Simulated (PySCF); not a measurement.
C2H6N2OSi, SMILES CN[SiH2]N=C=O.

The structure is a stationary point at B3LYP-D3(BJ)/def2-SVP. This is a generated structure with no PubChem entry under its InChIKey; it may be hypothetical. The values are those of a single conformer.

The numbers are results of PySCF with PBE/def2-TZVP, not measurements.

Isolated molecule, no solvent.

Computed frontier levels, gap, dipole moment and polarisability:
* **highest occupied level**: -5.92 eV
* **lowest empty level**: -0.66 eV
* **orbital gap**: 5.26 eV
* **dipole moment**: 2.82 D
* **quadrupole, principal values (traceless, Buckingham form, about the centre of nuclear charge)**: -10.96, 4.54, 6.42 D·Å
* **mean static polarisability**: 68.2 bohr³ (10.11 Å³)
* **polarisability, principal values**: 52.0, 62.8, 89.8 bohr³
